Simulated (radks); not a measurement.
Results of a calculation; reference values are marked as such.
Task: These are the eigenvalues of the occupied orbitals of an atom or ion with whole-number occupations (eV). Level of theory: non-relativistic Kohn-Sham, HCTH/407, spin-polarised, spherical densities, point nucleus (a radial shooting solver on a logarithmic mesh with Libxc functionals).

| orbital | eigenvalue |
|---|---|
| 1s down | -6406.980 |
| 1s up | -6406.976 |
| 2s up | -772.0109 |
| 2s down | -769.6649 |
| 2p up | -667.8121 |
| 2p down | -666.0876 |
| 3s up | -122.8060 |
| 3s down | -117.3591 |
| 3p up | -92.6664 |
| 3p down | -87.2946 |
| 3d up | -43.8241 |

Which element is it, and in what charge state? The configuration may be excited. Open shells, if any, are filled with parallel spins first.

Result: Z = 25, manganese, charge +3: Mn3+ in [Ar] 3d4. The list shows which subshells hold electrons but not how many an open one holds; the 1s level, -235.45 hartree, gives Z - s = 21.7 by -(Z - s)^2/2, which with screening narrows Z to a few neighbours, and the depths of the outer levels then fix element, charge and occupations together.
